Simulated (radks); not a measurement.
All-electron atom: Br10+ in [Ne] 3s2 3p5 3d7 4p1 (not the ground configuration).

Calculated with a radial shooting solver on a logarithmic mesh with Libxc functionals: scalar-relativistic Kohn-Sham, PBE, spin-polarised, spherical densities, finite nucleus; open shells are filled with parallel spins first; Fermi nuclear charge, rms radius 4.1629 fm.

Energy parts (eV):
part                       energy
total                  -69637.979
kinetic                 71179.609
electron-nucleus      -161671.677
Hartree                 23133.486
exchange-correlation    -2279.397

Orbitals (lengths in bohr, moments of r in powers of bohr; <r^-3> diverges for s and p1/2; r(90%) holds 90 % of the orbital's charge):
[
 {"orbital": "1s up", "occ.": "1", "eigenvalue (eV)": "-13585.27", "r(90%)": "0.0764", "<r^-3>": "-", "<r^2>": "0.002461"},
 {"orbital": "1s down", "occ.": "1", "eigenvalue (eV)": "-13584.15", "r(90%)": "0.0764", "<r^-3>": "-", "<r^2>": "0.002461"},
 {"orbital": "2s up", "occ.": "1", "eigenvalue (eV)": "-1997.984", "r(90%)": "0.293", "<r^-3>": "-", "<r^2>": "0.04227"},
 {"orbital": "2s down", "occ.": "1", "eigenvalue (eV)": "-1993.387", "r(90%)": "0.292", "<r^-3>": "-", "<r^2>": "0.04214"},
 {"orbital": "2p up", "occ.": "3", "eigenvalue (eV)": "-1794.067", "r(90%)": "0.270", "<r^-3>": "1359", "<r^2>": "0.03341"},
 {"orbital": "2p down", "occ.": "3", "eigenvalue (eV)": "-1790.030", "r(90%)": "0.269", "<r^-3>": "1362", "<r^2>": "0.03330"},
 {"orbital": "3s up", "occ.": "1", "eigenvalue (eV)": "-477.5429", "r(90%)": "0.777", "<r^-3>": "-", "<r^2>": "0.3177"},
 {"orbital": "3s down", "occ.": "1", "eigenvalue (eV)": "-469.0172", "r(90%)": "0.780", "<r^-3>": "-", "<r^2>": "0.3201"},
 {"orbital": "3p up", "occ.": "3", "eigenvalue (eV)": "-412.1292", "r(90%)": "0.797", "<r^-3>": "224.7", "<r^2>": "0.3254"},
 {"orbital": "3p down", "occ.": "2", "eigenvalue (eV)": "-403.5689", "r(90%)": "0.802", "<r^-3>": "221.7", "<r^2>": "0.3286"},
 {"orbital": "3d up", "occ.": "5", "eigenvalue (eV)": "-305.6265", "r(90%)": "0.813", "<r^-3>": "29.11", "<r^2>": "0.3130"},
 {"orbital": "3d down", "occ.": "2", "eigenvalue (eV)": "-296.8392", "r(90%)": "0.821", "<r^-3>": "28.87", "<r^2>": "0.3182"},
 {"orbital": "4s up", "occ.": "0", "eigenvalue (eV)": "-184.6066", "r(90%)": "1.70", "<r^-3>": "-", "<r^2>": "1.602"},
 {"orbital": "4s down", "occ.": "0", "eigenvalue (eV)": "-179.9367", "r(90%)": "1.70", "<r^-3>": "-", "<r^2>": "1.610"},
 {"orbital": "4p up", "occ.": "1", "eigenvalue (eV)": "-163.6531", "r(90%)": "1.80", "<r^-3>": "51.35", "<r^2>": "1.782"},
 {"orbital": "4p down", "occ.": "0", "eigenvalue (eV)": "-159.0014", "r(90%)": "1.81", "<r^-3>": "51.11", "<r^2>": "1.792"},
 {"orbital": "4d up", "occ.": "0", "eigenvalue (eV)": "-131.1662", "r(90%)": "2.00", "<r^-3>": "6.292", "<r^2>": "2.146"},
 {"orbital": "4d down", "occ.": "0", "eigenvalue (eV)": "-126.5373", "r(90%)": "2.01", "<r^-3>": "6.355", "<r^2>": "2.161"},
 {"orbital": "4f up", "occ.": "0", "eigenvalue (eV)": "-101.2135", "r(90%)": "2.19", "<r^-3>": "0.8235", "<r^2>": "2.460"},
 {"orbital": "5p up", "occ.": "0", "eigenvalue (eV)": "-89.4047", "r(90%)": "3.17", "<r^-3>": "20.96", "<r^2>": "5.752"}
]

The highest occupied level is 4p up at -163.65 eV. The configuration is held as typed, so some empty levels lie below it. Summed over all electrons, <r^2> = 6.545 bohr^2, which gives a Langevin (diamagnetic) susceptibility term of -5.18 x 10^-6 cm^3/mol. The spin density at the nucleus is -2.890 e/bohr^3 (1s -2.233, 2s -5.240, 3s 4.583). The density falls to 0.001 e/bohr^3 at r = 2.28 bohr. The electron density at the nucleus is 4.5e+04 e/bohr^3 (large components only). Spin moment in Bohr magnetons: 5.
